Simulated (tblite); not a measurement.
C4H7BCl2S.
Atom-mapped SMILES: `[CH3:1][CH2:2][S:3]/[CH:4]=[CH:5]/[B:6]([Cl:7])[Cl:8]` (hydrogens: H9, H10, H11 on C1; H12, H13 on C2; H14 on C4; H15 on C5)

Computed with GFN2-xTB (tblite), gas phase: L-BFGS steps from a force-field or distance-geometry start until the largest atomic force falls under 0.01 eV/Å.

Step 3: E = -700.2676 eV
```
atom  x, y, z in Å  |  force x, y, z in eV/Å
C1     -2.1780    0.6677   -0.5707    0.233  -0.124  -0.054
C2     -1.7737   -0.3816    0.4244    0.556  -0.675  -0.435
S3     -0.6859   -1.6700   -0.4556   -0.290   0.445   0.084
C4      0.8777   -0.9342   -0.8268   -0.303  -0.411  -0.314
C5      1.5616   -0.1234   -0.0367   -0.223   0.358   0.709
B6      2.9925    0.4161   -0.2837   -0.294  -0.280   0.468
Cl7     3.2790    2.0777   -0.0343    0.333   0.214  -0.085
Cl8     4.2310   -0.7616   -0.4631    0.278   0.201  -0.257
H9     -1.2910    1.1493   -0.9579    0.096   0.306  -0.127
H10    -2.7019    0.1926   -1.3870   -0.163   0.021  -0.237
H11    -2.8228    1.3898   -0.0956   -0.154   0.276   0.055
H12    -1.2671    0.0284    1.2873    0.215  -0.062   0.096
H13    -2.6460   -0.9500    0.7292    0.095  -0.236   0.143
H14     1.3247   -1.2258   -1.7771   -0.467  -0.225   0.213
H15     1.0956    0.1331    0.9199    0.089   0.195  -0.257
```

Step 4: E = -700.3282 eV
```
atom  x, y, z in Å  |  force x, y, z in eV/Å
C1     -2.1711    0.6625   -0.5742   -0.087   0.157   0.029
C2     -1.7608   -0.3929    0.4136    0.389  -0.416   0.003
S3     -0.6932   -1.6681   -0.4614   -0.204   0.313   0.040
C4      0.8707   -0.9358   -0.8213   -0.241  -0.202  -0.037
C5      1.5550   -0.1177   -0.0322   -0.092   0.047   0.230
B6      2.9927    0.4102   -0.2551   -0.395  -0.218   0.227
Cl7     3.2881    2.0703   -0.0419    0.317   0.361  -0.009
Cl8     4.2296   -0.7441   -0.4732    0.403   0.003  -0.233
H9     -1.2922    1.1598   -0.9600    0.116   0.230  -0.142
H10    -2.7067    0.1965   -1.3923   -0.065   0.036  -0.168
H11    -2.8230    1.3950   -0.0975    0.059  -0.014  -0.035
H12    -1.2619    0.0246    1.2913    0.127  -0.180  -0.187
H13    -2.6362   -0.9574    0.7333    0.166  -0.166   0.053
H14     1.3054   -1.2331   -1.7653   -0.284  -0.271  -0.007
H15     1.0991    0.1382    0.9087   -0.207   0.321   0.234
```

**Question.** Estimate the geometry and energy of step 5. (The exact step hangs on the optimiser's Hessian estimate; all steps are aligned on step 4, rigid shifts and turns removed.)

**Answer.** E = -700.3747 eV, largest force 0.737 eV/Å
```
atom  x, y, z in Å  |  force x, y, z in eV/Å
C1     -2.1664    0.6610   -0.5769   -0.160   0.164   0.016
C2     -1.7423   -0.4112    0.4040   -0.033   0.156   0.264
S3     -0.7038   -1.6599   -0.4657   -0.049  -0.017  -0.114
C4      0.8618   -0.9380   -0.8133   -0.243  -0.156  -0.013
C5      1.5445   -0.1155   -0.0271    0.095  -0.030   0.080
B6      2.9850    0.4011   -0.2261   -0.190  -0.030  -0.016
Cl7     3.3027    2.0715   -0.0486    0.215   0.215   0.041
Cl8     4.2371   -0.7291   -0.4869    0.314  -0.033  -0.175
H9     -1.2911    1.1734   -0.9646    0.010   0.086  -0.090
H10    -2.7119    0.2008   -1.4002    0.080   0.100  -0.007
H11    -2.8220    1.3991   -0.0998    0.175  -0.200  -0.044
H12    -1.2544    0.0175    1.2908    0.109  -0.254  -0.335
H13    -2.6238   -0.9671    0.7379    0.236  -0.104  -0.030
H14     1.2832   -1.2456   -1.7562   -0.151  -0.267  -0.068
H15     1.0971    0.1498    0.9051   -0.407   0.370   0.490
```

The energy changes by -0.0465 eV. The first-order estimate −F·Δx gives -0.0711 eV and the mean of the old and new forces, exact on a quadratic surface, -0.0462 eV. The step makes an angle of 42° with the force vector and moves no atom by more than 0.031 Å.

The cost below is that of the whole relaxation. The run took 0.59 s wall on Intel Xeon 6975P-C, one thread, shared host with 192 logical CPUs at a one-minute load of 45.
